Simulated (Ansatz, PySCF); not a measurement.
Molecule: sum formula SiBr$_{2}$Cl (charge 0, doublet). It need not be the lowest isomer of its formula. 
Structure (B3LYP-D3(BJ)/def2-TZVP (Ansatz, an electronic-structure program) minimum search):
```
Si
Cl 1 2.0607
Br 1 2.2341 2 109.41
Br 1 2.2341 2 109.41 3 120.93
```
Charge 0, spin multiplicity 2.

Property: atomisation energy (electronic, to ground-state atoms), in kJ/mol. Correlated levels leave the core frozen unless marked. Open shells are spin-unrestricted. Spin-orbit coupling is left out. Frozen are the shells of the preceding noble gas and the d and f shells that filled before the atom's block. No relativistic terms. The coupled-cluster limit lacks core correlation, which all-electron functionals hold. Basis-set limits of correlation are two-point, X^-3; Hartree-Fock from the larger set. [CCSD(T)-MP2]/basis is that difference in the basis named.

| level | program | atomisation energy (kJ/mol) |
|---|---|---|
| HF/def2-TZVPD | PySCF | 737.2 |
| BHLYP-D3(BJ)/def2-TZVPD | Ansatz + dftd3 | 993.3 |
| CAM-B3LYP-D3(BJ)/def2-TZVPD | Ansatz + dftd3 | 1011.2 |
| RI-MP2/def2-TZVPP | Ansatz | 1043.1 |

Problem. Predict the RI-MP2/CBS(def2-TZVPPD,def2-QZVPPD)+[CCSD(T)-MP2]/def2-TZVPPD result (Ansatz).

Solution. 1032.2 kJ/mol, so RI-MP2/def2-TZVPP differs from it by 10.9 kJ/mol.
